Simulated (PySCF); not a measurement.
# Heteronuclear NMR

Geometry:
```
atom   x (Å)   y (Å)   z (Å)
  C1   2.167   0.167   0.251
  O2   0.943   0.864   0.240
  C3  -0.248   0.123  -0.027
 Si4  -1.478   1.604  -0.035
 Si5  -0.614  -1.265   1.249
  C6  -0.225  -0.478  -1.402
  F7   0.200   0.359  -2.364
  F8  -1.459  -0.880  -1.772
  F9   0.550  -1.582  -1.525
 H10   2.142  -0.674   0.952
 H11   2.437  -0.203  -0.743
 H12   2.913   0.890   0.577
 H13  -1.045   2.521  -1.082
 H14  -1.341   2.194   1.291
 H15  -2.829   1.097  -0.275
 H16   0.222  -2.442   1.017
 H17  -2.020  -1.619   1.088
 H18  -0.325  -0.669   2.550
```

Theoretical values (PySCF 2.14.0 with density-fitted response routines): GIAO PBE0/pcSseg-1 shieldings, geometry: GFN2-xTB. Averaged over atoms made equivalent by symmetry, fast rotation or ring inversion, no relativistic terms, one conformer, no solvent.

(1) Predict the ¹⁹F NMR data.

(2) Where does ²⁹Si resonate?

(3) Predict the ¹⁷O NMR data.

Results:

(1) 
```
   atoms              environment  σ (ppm)  δ (ppm)
F7/F8/F9  fluorine of a CF3 group    243.5    -59.0
```

Shieldings were converted by a linear fit to measured shifts: ¹⁹F (scatter 6.0 ppm rms, 7.0 ppm with the 5 outliers that the fit left out vs CFCl3, solution or neat liquid, with a term for F on sp3 carbon). A few per cent of atoms miss by over 2 rms, more outside the fitted compound classes.

On a 300 MHz spectrometer ¹⁹F resonates near 282.3 MHz, so 1 ppm is 282.3 Hz.

(2) 
```json
{"atoms": "Si4/Si5", "environment": "silicon bonded to C, 3 H", "σ (ppm)": "416.3", "δ (ppm)": "-62.2"}
```

Shieldings were converted by a linear fit to measured shifts: ²⁹Si (scatter 8.9 ppm rms, 25.8 ppm with the 6 outliers that the fit left out vs TMS, solution or neat liquid). Occasional misses reach two or three times the rms, and more in compound classes unlike the fitted ones.

On a 400 MHz spectrometer ²⁹Si resonates near 79.5 MHz, so 1 ppm is 79.5 Hz.

(3) 
```
atoms   environment  σ (ppm)  δ (ppm)
   O2  ether oxygen    315.0    -20.3
```

Shieldings were converted by a linear fit to measured shifts: ¹⁷O: δ = 266.70 − 0.911σ (rms 10.7 ppm, 155 shifts, 12.2 ppm with the 3 outliers that the fit left out vs liquid water, solution or neat liquid). Occasional misses reach two or three times the rms, and more in compound classes unlike the fitted ones.

On a 600 MHz spectrometer ¹⁷O resonates near 81.3 MHz, so 1 ppm is 81.3 Hz.
